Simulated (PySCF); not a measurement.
Vertical excitation energies

Species: C5H5O2P.
SMILES with atom numbers: `[CH:1]#[C:2][CH2:3][P@@:4](=[O:5])([OH:6])[C:7]#[CH:8]` (hydrogens: H9 on C1; H10, H11 on C3; H12 on O6; H13 on C8)

Geometry (GFN2-xTB, Å), atoms numbered from 1 in this order:
```
atom  x, y, z in Å
C1     2.0655    1.2766    0.1332
C2     1.4738    0.4079   -0.4406
C3     0.7041   -0.6529   -1.0349
P4    -0.7010   -1.1058    0.0767
O5    -1.4768   -2.2703   -0.3260
O6    -0.0416   -1.3182    1.5204
C7    -1.6150    0.4169    0.2282
C8    -2.2864    1.4102    0.2718
H9     2.6113    2.0482    0.5880
H10    1.3096   -1.5539   -1.1729
H11    0.2976   -0.3499   -2.0014
H12    0.5187   -0.5953    1.8104
H13   -2.8642    2.2872    0.3294
```

Computed with PySCF 2.14.0, density-fitted response routines, TDDFT CAM-B3LYP/def2-SVPD, vertical, gas phase, core orbitals frozen in the response.

```json
{"state": "S1", "E (eV)": "6.13", "λ (nm)": "202.2", "f": "0.0001", "main configurations (H = HOMO, L = LUMO)": "H-2→L+1 (25%), H-2→L (17%), H-3→L (15%)"}
{"state": "S2", "E (eV)": "6.39", "λ (nm)": "193.9", "f": "0.0034", "main configurations (H = HOMO, L = LUMO)": "H-3→L+1 (19%), H-2→L+1 (15%), H-2→L (14%)"}
{"state": "S3", "E (eV)": "6.42", "λ (nm)": "193.2", "f": "0.0009", "main configurations (H = HOMO, L = LUMO)": "H-3→L (37%), H-3→L+1 (23%)"}
{"state": "S4", "E (eV)": "6.55", "λ (nm)": "189.4", "f": "0.0003", "main configurations (H = HOMO, L = LUMO)": "H-1→L+3 (35%), H-1→L (13%), H-1→L+2 (11%)"}
{"state": "S5", "E (eV)": "6.71", "λ (nm)": "184.7", "f": "0.025", "main configurations (H = HOMO, L = LUMO)": "H→L (26%), H→L+1 (12%), H→L+3 (8%)"}
{"state": "S6", "E (eV)": "6.83", "λ (nm)": "181.5", "f": "0.0022", "main configurations (H = HOMO, L = LUMO)": "H→L+4 (16%), H→L+3 (14%), H→L+5 (10%)"}
{"state": "S7", "E (eV)": "7.08", "λ (nm)": "175.0", "f": "0.013", "main configurations (H = HOMO, L = LUMO)": "H→L (42%), H→L+1 (24%)"}
{"state": "S8", "E (eV)": "7.17", "λ (nm)": "172.9", "f": "0.0044", "main configurations (H = HOMO, L = LUMO)": "H→L+1 (33%), H→L+4 (17%), H-4→L+1 (9%)"}
```

Triplets (Tamm–Dancoff): T1 5.06 eV, H-2→L (20%), H-3→L+1 (19%), H-5→L (11%); T2 5.43 eV, H→L+3 (18%), H-1→L+4 (14%), H→L (10%); T3 5.54 eV, H-3→L+1 (18%), H-2→L (17%), H-2→L+1 (14%).

The lowest singlet lies at 6.13 eV (202 nm, ultraviolet) and is dark (f under 0.0005); its leading configuration is HOMO-2→LUMO+1 (25%). The most intense listed level is S5 at 6.71 eV (185 nm, f = 0.025), 0.58 eV above S1. Löwdin shares by element: HOMO carbon 50% or more, oxygen 30% or more (atoms not listed hold the other 20%); LUMO carbon 54% or more, phosphorus 11%, oxygen 8% or more (atoms not listed hold the other 27%). The listed states span 1.04 eV. Orbital energies (eV): HOMO-3 -10.44, HOMO-2 -10.05, HOMO-1 -10.02, HOMO -9.52, LUMO 0.49, LUMO+1 0.57, LUMO+2 0.85. The oscillator strengths of these states sum to 0.049; summed over the whole spectrum of an exact calculation they would give the number of electrons, 66 (Thomas–Reiche–Kuhn). No computed singlet lies in the visible range (380 to 750 nm); the lowest, at 202 nm, stands 2.87 eV above its violet end (3.26 eV). Only the lowest 8 singlets were computed, as vertical energies without vibronic structure.

One conformer stands for the species.
